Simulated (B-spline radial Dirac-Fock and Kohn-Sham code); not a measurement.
K-line shifts caused by a second vacancy in Sb⁴⁺

System: antimony as Sb⁴⁺ in the configuration [Kr] 4d10 5s1.

Model: Dirac-Fock ΔSCF + Breit + QED. Program: a B-spline atomic structure program. Each two-hole energy is an average over J within one jj subconfiguration, not an observable level; in light atoms, where LS coupling holds, the j-resolved values are not observed lines, and for a K spectator the Kα1 hypersatellite is nearly forbidden. Correlation energy is missing from these numbers.

Lines without a spectator: Kα2 (K-L2) 26108.8 eV, Kα1 (K-L3) 26357.3 eV, Kβ3 (K-M2) 29675.7 eV, Kβ1 (K-M3) 29722.6 eV. Shifts in eV with one spectator hole (a dash: not computed, or left out as unreliable):

| spectator hole | Kα2 | Kα1 | Kβ3 | Kβ1 |
| --- | --- | --- | --- | --- |
| L2 (2p1/2) | +65.7 | +83.2 | – | +175.1 |
| L3 (2p3/2) | +63.5 | +63.9 | +153.8 | – |
| M2 (3p1/2) | – | +9.84 | +21.88 | +26.50 |
| M3 (3p3/2) | +7.16 | – | +22.30 | +21.76 |
| M4 (3d3/2) | +1.42 | -1.30 | – | – |
| M5 (3d5/2) | -1.83 | +0.20 | – | – |

Problem. Where does the K-L3 hypersatellite lie, emitted when both K electrons are missing?

Solution. +610.9 eV from the normal line, at 26968.2 eV. Removing both K electrons costs 61917.9 eV, which is 827.0 eV more than twice the K binding energy.

With n spectator holes in 2p, averaged over the 2p shell (energies in eV):

```
n     KαLⁿ   step  hypersatellite KαʰLⁿ
0  26274.4      –               26878.8
1  26343.5  +69.1               26949.3
2  26413.9  +70.4               27021.2
3  26485.6  +71.7               27094.4
4  26558.5  +73.0               27168.9
5  26632.8  +74.3               27244.7
```
